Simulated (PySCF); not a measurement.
Cartesian coordinates (Å):
```xyz
6

C      0.6717     0.0019     0.1120
N     -0.6901    -0.0042    -0.1928
H      1.2082     0.9321    -0.0669
H      1.2042    -0.9395    -0.0123
H     -1.1953     0.8431     0.0555
H     -1.1988    -0.8334     0.1045
```
Charge 0, spin multiplicity 2.

Question: Estimate the highest occupied spin orbital, total energy and dipole moment that PBE-D3(BJ)/def2-TZVP (PySCF 2.14.0) returns for this input.

Answer: 
```yaml
highest_occupied_spin_orbital: -3.04 eV
total_energy: -95.1167 Ha
dipole_moment: 1.28 D
```
